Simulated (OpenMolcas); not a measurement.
A run on Kr IV.

```
Program             : OpenMolcas 26.06
Method              : MS-RASPT2, IPEA 0.25 Eh, imaginary shift 0.1 Eh (closed shells correlated: 3d 4s)
Basis               : ANO-RCC [9s8p6d4f2g]
Scalar Hamiltonian  : DKH2, point nucleus
Active space        : 3 electrons in 9 orbitals (RAS2 4p; RAS3 4d 5s, at most 1 electron)
State averaging     : 2S+1 = 4 odd, 1 root; 2S+1 = 2 odd, 8 roots; 2S+1 = 4 even, 18 roots; 2S+1 = 2 even, 54 roots
Spin-orbit coupling : RASSI with atomic mean-field integrals over the reference wave functions, term energies averaged over their components
```

First CASPT2 step and the start of its output:

```
&CASPT2
Multistate=1 1
Frozen=3 6
IPEA=0.25
Imaginary=0.1
MaxIter=60
WThr=0.0 0.3 0.05
PrWF=0.5
NoMix
```

```
--- CASPT2 ---
Orbital specifications:
      -----------------------

      Symmetry species                           1   2
                                                ag  au
      Frozen orbitals                            3   6
      Inactive orbitals                          6   0
      Active orbitals                            6   3
      Secondary orbitals                        42  43
      Deleted orbitals                           0   0
      Number of basis functions                 57  52
Type of calculation                        SS-CASPT2
      Fock operator                              state-specific
      IPEA shift                                 0.25
      Real shift                                 0.00
      Imaginary shift                            0.10
      The input orbitals will be transformed to quasi-canonical
Reference energy:       -2785.4485472396
      E2 (Non-variational):      -0.2924544125
      Shift correction:          -0.0000965604
      E2 (Variational):          -0.2925509729
      Total energy:           -2785.7410982125
      Residual norm:              0.0000001228
      Reference weight:           0.96398
      Contributions to the CASPT2 correlation energy
      Active & Virtual Only:         -0.0072792744
      One Inactive Excited:          -0.1015089020
      Two Inactive Excited:          -0.1836662362
::    CASPT2 Root  1     Total energy:  -2785.74109821
--- CASPT2 ---
Orbital specifications:
      -----------------------

      Symmetry species                           1   2
                                                ag  au
      Frozen orbitals                            3   6
      Inactive orbitals                          6   0
      Active orbitals                            6   3
...
```

Over all roots the printed reference weights run from 0.59 to 0.96, and roots that are degenerate in the reference spread by up to 33000 cm-1.

**Question.** Did the run give usable levels, and if not, why?

**Answer.** No. The equations converged, but the reference weight falls to 0.59 for at least one root against 0.96 for the best. A drop of that size marks an intruder state, so the energies of such roots and the levels built on them can't be trusted.
